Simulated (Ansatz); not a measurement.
Born–Oppenheimer molecular dynamics of CH$_{10}$GeSi (13 atoms, charge 0, multiplicity 1). It starts at the highest image of a converged band. Of that band: Neighbouring images differ by up to 2.9 eV, so the band resolves the path poorly. A vibrational analysis at the climbing image gives one clearly imaginary mode, 1582i cm⁻¹: a first-order saddle point.

Method: RKS PBE0-D4/def2-SVP in Ansatz.

| Item | Value |
| --- | --- |
| ensemble | NVE (velocity Verlet) |
| time step | 0.5 fs |
| steps asked | 200 |
| starting velocities drawn for | 100 K |
| seed | 3991 |

First frame:

```xyz
13
Properties=species:S:1:pos:R:3
Ge 0.159 -0.082 0.086
C -0.262 0.159 2.311
H -1.350 0.289 2.233
H -0.032 -0.474 3.188
H 0.263 1.119 2.416
H 1.617 0.196 -0.294
H -0.593 1.300 0.005
H -0.690 -1.057 -0.748
Si 1.209 -2.634 0.965
H 0.156 -3.713 1.017
H 1.975 -2.887 -0.310
H 2.173 -2.952 2.083
H 0.319 -0.862 1.651
```

Problem. How far do the bonds stretch over the last three quarters of this one trajectory? (Pairs bonded in most of those frames.)

Solution. 
```csv
bond,mean (Å),spread (Å),shortest,longest
Ge1–C2,2.019,0.120,1.83,2.20
Ge1–H6,1.542,0.016,1.52,1.57
Ge1–H7,1.551,0.023,1.51,1.59
Ge1–H8,1.545,0.019,1.51,1.58
C2–H3,1.101,0.011,1.08,1.12
C2–H4,1.099,0.005,1.09,1.11
C2–H5,1.100,0.008,1.09,1.12
Si9–H10,1.497,0.010,1.48,1.52
Si9–H11,1.496,0.035,1.44,1.57
Si9–H12,1.505,0.043,1.43,1.57
Si9–H13,1.613,0.228,1.19,1.93
```

Pairs bonded in part of these frames only: Ge1–H13 6 %, Si9–H13 66 %.

Mean temperature of the second half: 1909 K. The conserved energy stayed within 1.1 meV per atom of its start (net change -0.63 meV per atom), so the integration is sound. The kinetic energy rose, since the run started high on the potential surface and went downhill. It ends in pieces (CH6Ge + H4Si), so much of that is their flight and rotation, not heat. A run of 0.1 ps of so small a system gives no equilibrium averages. The orbitals stay closed-shell, which can raise the energy where a bond breaks towards radicals; this wasn't checked here.

Time of the run: 5.4 min on 4 threads of Arm Neoverse V1, on a shared host, peak memory 0.28 GiB.
